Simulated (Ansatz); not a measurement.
Molecule: C3H11ClOSi2, charge 0, multiplicity 1. SMILES: C[Si](C)(C)O[SiH2]Cl
Structure (B3LYP-D3(BJ)/def2-TZVP (Ansatz, a program for electronic structure) minimum search):
```xyz
18

C     -1.7285     0.1153     1.5329
Si    -1.3062    -0.0949    -0.2729
C     -2.5386    -1.1981    -1.1357
C     -1.1676     1.5636    -1.1224
O      0.1677    -0.8649    -0.3756
Si     1.7642    -0.6637    -0.2549
Cl     2.1991     0.8761     1.0665
H     -2.6979     0.6046     1.6551
H     -1.7743    -0.8509     2.0399
H     -0.9765     0.7250     2.0377
H     -2.2708    -1.3410    -2.1847
H     -3.5412    -0.7651    -1.1010
H     -2.5813    -2.1813    -0.6624
H     -2.1206     2.0976    -1.0971
H     -0.4202     2.1915    -0.6326
H     -0.8782     1.4481    -2.1694
H      2.3819    -1.8879     0.2817
H      2.3500    -0.2788    -1.5522
```
Charge 0, spin multiplicity 1.

Wanted: vertical ionisation energy (to the doublet state of charge +1; each state is the SCF solution reached for its spin; for the doublet the Hartree-Fock reference is unstable and T1 is 0.036), in eV. Cores are frozen in the correlated levels unless marked. Open shells are spin-unrestricted. No spin-orbit coupling. No relativistic terms. 

| level | program | vertical ionisation energy (eV) |
|---|---|---|
| HF/aug-cc-pV(T+d)Z | Ansatz | 9.99 |
| PBE/def2-TZVPD | Ansatz | 9.38 |
| r2SCAN/def2-TZVPD | Ansatz | 9.62 |
| B3LYP/def2-TZVPD | Ansatz | 9.91 |
| PBE0/def2-TZVPD | Ansatz | 9.95 |
| BHLYP/def2-TZVPD | Ansatz | 10.37 |
| wB97X-V/def2-TZVPD | Ansatz | 10.43 |
| B2PLYP/def2-TZVPD | Ansatz | 10.18 |
| CCSD(T)/aug-cc-pV(D+d)Z | Ansatz | 10.42 |
